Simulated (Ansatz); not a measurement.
Basis-set series for F2GeH2OS (`[OH][Ge]([F])([F])[SH]`). Total charge 0; spin multiplicity 1. The geometry is a stationary point of PBE0-D4/def2-TZVP. It is one conformer, not always the lowest.

Cartesian coordinates in Å:
```
O -0.6260 -1.1839 0.6131
Ge 0.1723 0.3196 0.2323
F -0.0357 1.4813 1.4774
F 1.8653 0.0088 0.2561
S -0.5659 1.1679 -1.6228
H -0.1065 -1.7366 1.2053
H -0.7034 -0.0571 -2.1615
```

```
functional       basis  functions  energy (Eh)  HOMO (eV)  LUMO (eV)
   PBE0-D4    def2-SVP        102  -2750.16947      -8.40      -0.70
   PBE0-D4  def2-TZVPP        211  -2750.92507      -8.54      -0.98
   ωB97M-V    def2-SVP        102  -2750.62846     -10.61       1.40
   ωB97M-V  def2-TZVPP        211  -2751.38864     -10.77       0.99
```

(1) Give the rows for def2-QZVPP. (An estimate is asked.)

Results:

(1) Ansatz gave: 
| functional | basis | functions | energy (Eh) | HOMO (eV) | LUMO (eV) |
| --- | --- | --- | --- | --- | --- |
| PBE0-D4 | def2-QZVPP | 390 | -2750.99853 | -8.58 | -1.13 |
| ωB97M-V | def2-QZVPP | 390 | -2751.45916 | -10.83 | 0.67 |

Positive LUMOs are unbound and depend on the basis. Scalar relativity is left out up to krypton.
